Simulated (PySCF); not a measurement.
Molecule: trimethylborane (SMILES CB(C)C).

Bonds (- single, = double, # triple, : aromatic): C1-B2 1.574 Å, B2-C3 1.575 Å, B2-C4 1.573 Å. C1 carries H5, H6, H7; C3 carries H8, H9, H10; C4 carries H11, H12, H13.

Spin–spin couplings on one PBE0-D3(BJ)/def2-SVP geometry, PySCF, gas phase, non-relativistic, equivalent pairs averaged (spin–dipole term only in couplings to heteroatoms); isotopes ¹³C, ¹¹B; basis pcJ-1.

Reference values (Hz): ¹J(C1,B2) = 52.0 (measured; solution, CDCl3; Z. Naturforsch. B 2015 (znb-2015-0040), 1J(13C,11B) in organoboranes and borates).

Q: How do the couplings (Hz) change with the functional? Times are CPU seconds on shared hosts with different chips, so compare them loosely.

A: 
```tsv
functional	functions	¹J(C1,B2)	abs. error	core-s
HF	198	69.4	17.4	22
LDA	198	34.6	17.4	9.8
PBE	198	44.9	7.1	13
KT2	198	35.0	17.0	14
B3LYP	198	50.4	1.6	18
PBE0	198	48.3	3.7	16
B97-2	198	50.7	1.3	14
BHandHLYP	198	56.9	4.9	18
CAM-B3LYP	198	49.6	2.4	22
```

Errors compare magnitudes, without vibrational corrections. Closest: B97-2; furthest: LDA.
